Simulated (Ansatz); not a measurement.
Z-matrix (Å, degrees):
```
C
C 1 1.336
H 1 1.086 2 121.9
H 1 1.086 2 122.4 3 -179.6
B 2 1.555 1 124.1 3 0.5
H 2 1.089 1 116.0 3 179.8
C 5 1.555 2 120.0 1 173.4
C 5 1.555 2 120.0 1 -6.6
C 7 1.336 5 124.1 2 -6.8
H 7 1.089 5 119.8 2 174.0
C 8 1.336 5 124.1 2 173.1
H 8 1.089 5 119.8 2 -6.0
H 9 1.086 7 121.9 5 0.6
H 9 1.086 7 122.4 5 -179.0
H 11 1.086 8 121.9 5 0.6
H 11 1.086 8 122.4 5 -179.0
```

The species carries charge 0 and has multiplicity 1.

Q: List the ωB97M-V/def2-TZVPP orbital energies in eV (Ansatz 0.2.0). (Best estimate.)

A: Computed: Occupied: -281.68, -281.68, -281.68, -280.91, -280.91, -280.91, -187.31, -24.51, -23.88, -23.88, -19.37, -18.63, -18.63, -16.01, -15.72, -15.72, -14.16, -13.42, -13.42, -13.00, -11.34, -10.93, -10.93, -9.91, -9.91. Lowest empty: -0.15, 2.28, 2.29, 2.79, 3.16, 3.16, 3.86, 4.35.
